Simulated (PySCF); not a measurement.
From one molecule to another.

First species: C3H4FN.
Cartesian coordinates in Å at the GFN2-xTB level; atoms count from 1:
```xyz
9
C3H4FN angstrom
C     -1.2987   -0.2238   -0.2445
C     -0.2496    0.5890   -0.2032
F     -0.4027    1.8856   -0.5544
C      1.1247    0.2583    0.1904
N      1.5840   -0.8494    0.5653
H     -2.2671    0.1283   -0.5515
H     -1.2096   -1.2591    0.0282
H      1.8205    1.0919    0.1454
H      0.9120   -1.6147    0.5990
```

Second species: C6H5Cl.
Geometry (GFN2-xTB, Å), atoms numbered from 1 in this order:
```xyz
12
C6H5Cl angstrom
C      2.5339   -0.7274    0.9363
C      1.6346   -0.2905    0.2767
C      0.5552    0.2404   -0.4961
C     -0.3390    1.3206    0.1015
C     -0.8346   -0.0416   -0.0825
C     -1.7814   -0.9307    0.0447
Cl    -3.3391   -0.5354    0.7012
H      3.3273   -1.1143    1.5024
H      0.7616    0.2895   -1.5607
H     -0.1301    1.6539    1.1088
H     -0.7024    2.1010   -0.5524
H     -1.6848   -1.9661   -0.2411
```

Levels: PBE0/def2-SVPD for dipole moment, HOMO energy, LUMO energy, HOMO–LUMO gap, static isotropic polarisability and electronic spatial extent ⟨r²⟩ about the centre of nuclear charge; TDDFT PBE0/def2-SVPD for lowest singlet excitation; TDA PBE0/def2-SVPD for lowest triplet excitation (Tamm–Dancoff); GFN2-xTB for rotational constant A and rotational constant C. Geometries: GFN2-xTB. Each structure is a single optimised conformer of the isolated species, non-relativistic unless stated; the electronic structure was computed with PySCF and density fitting.

The conformers computed, where there is a choice (atom-mapped SMILES and torsion angles):
- `[H]/[N:5]=[CH:4]\[C:2](=[CH2:1])[F:3]`: C1–C2–C4–N5 0°

| property | column X | column Y |
| --- | --- | --- |
| dipole moment | 1.45 D | 1.99 D |
| HOMO energy | -7.43 eV | -7.93 eV |
| LUMO energy | -0.47 eV | -1.92 eV |
| HOMO–LUMO gap | 6.96 eV | 6.01 eV |
| lowest singlet excitation | 5.90 eV | 4.34 eV |
| lowest triplet excitation (Tamm–Dancoff) | 4.16 eV | 3.21 eV |
| static isotropic polarisability | 84.6 au | 45.5 au |
| electronic spatial extent ⟨r²⟩ about the centre of nuclear charge | 1186 bohr² | 405 bohr² |
| rotational constant A | 6.166 GHz | 10.043 GHz |
| rotational constant C | 0.916 GHz | 2.922 GHz |

Which column belongs to which species?

Column X is the second species and column Y the first. The first has 9 atoms and 38 electrons, the second 12 and 58.

How does each property change from the first species to the second?

dipole moment -0.54 D; HOMO energy +0.50 eV; LUMO energy +1.45 eV; HOMO–LUMO gap +0.95 eV; lowest singlet excitation +1.56 eV; lowest triplet excitation (Tamm–Dancoff) +0.95 eV; static isotropic polarisability +39.1 au; electronic spatial extent ⟨r²⟩ about the centre of nuclear charge +781 bohr²; rotational constant A -3.877 GHz; rotational constant C -2.006 GHz.

On the first: S1 lies 1.67 eV below the HOMO–LUMO gap; its leading configuration is HOMO−1→LUMO, weight 0.99. In wavenumbers S1 is 35000 cm⁻¹ (1 eV = 8065.54 cm⁻¹).

On the second: In atomic units the dipole is 0.57 e·bohr (1 au = 2.5417 D). The principal polarisabilities are 61.9, 74.4 and 117.6 au; their mean is the isotropic value.
